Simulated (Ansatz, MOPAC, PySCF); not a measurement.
Species: CaOFH (charge 0, singlet). SMILES: [OH][Ca][F]
Geometry from a B3LYP-D3(BJ)/def2-TZVP (Ansatz, a quantum-chemistry and plane-wave program) optimisation:
```
Ca
F 1 2.0222
O 1 2.0254 2 156.59
H 3 0.9553 1 173.81 2 0.00
```
Charge 0, spin multiplicity 1.

Wanted: size of the dipole moment, in D. Set-up: non-relativistic; dispersion terms only where a functional's name holds one; no spin-orbit coupling; 6-311+G** with 5d; 6-31G* and kin with 6d, 5d where marked; LANL2DZ with its own core potentials from Na on. First-principles rows: single points at B3LYP-D3(BJ) geometries (Ansatz). Semi-empirical rows: dipoles at the shared geometry.

```tsv
level	program	size of the dipole moment (D)
AM1	MOPAC	2.84
PM3	MOPAC	2.80
MNDO	MOPAC	3.15
SVWN5/6-31G*	Ansatz	2.80
PBE/STO-3G	Ansatz	1.10
PBE/3-21G	Ansatz	2.71
PBE/6-31G*	Ansatz	2.76
BP86/6-31G* with LANL2DZ past Ar (5d)	PySCF	2.81
B3LYP/6-31G	Ansatz	2.96
B3LYP/6-31G*	Ansatz	2.85
B3LYP/def2-SVP	Ansatz	2.98
B3LYP/6-31G* with LANL2DZ past Ar	Ansatz	2.98
PBE0/6-311+G**	Ansatz	3.15
```

No value to compare with is used here. The 13 habitual levels span 1.10 (PBE/STO-3G) to 3.15 D (MNDO).

The levels are drawn from those run, B3LYP/6-31G* more often than the rest, none by its result; left out are runs that failed, that the program found above a lower state of the same kind, or whose <S^2> lies over 0.5 above the pure value.
